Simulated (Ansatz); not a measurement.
System: sum formula SiN$_{2}$H$_{5}$, charge 0, multiplicity 2. It need not be the lowest isomer of its formula. 
Geometry from a B3LYP-D3(BJ)/def2-TZVP (Ansatz, a first-principles code) optimisation:
```
Si
N 1 1.7097
H 2 1.0080 1 120.61
H 2 1.0080 3 110.97 1 -149.36
N 1 1.7536 2 115.11 3 -73.22
H 5 1.0242 1 113.21 2 180.00
H 1 1.4853 2 107.58 3 167.05
H 1 1.4853 7 111.73 2 117.87
```
Charge 0, spin multiplicity 2.

Basis-set convergence of Hartree-Fock and MP2 correlation energies (hartree) with Ansatz. Correlated levels leave the core frozen unless marked. Open shells are spin-unrestricted. No spin-orbit coupling. Non-relativistic.

| basis | functions | E(HF) | E(corr, MP2) |
|---|---|---|---|
| cc-pV(D+d)Z | 76 | -400.75330 | -0.40558 |
| cc-pV(T+d)Z | 169 | -400.81030 | -0.51212 |
| cc-pV(Q+d)Z | 324 | -400.82333 | -0.55039 |

Extrapolating the two largest sets (X = 3 and 4) as X^-3: E(corr) = (64·(-0.55039) - 27·(-0.51212))/37 = -0.5783 Eh, an estimate of the basis-set limit. The largest set recovers 95.2 % of it, the smallest 70.1 %.
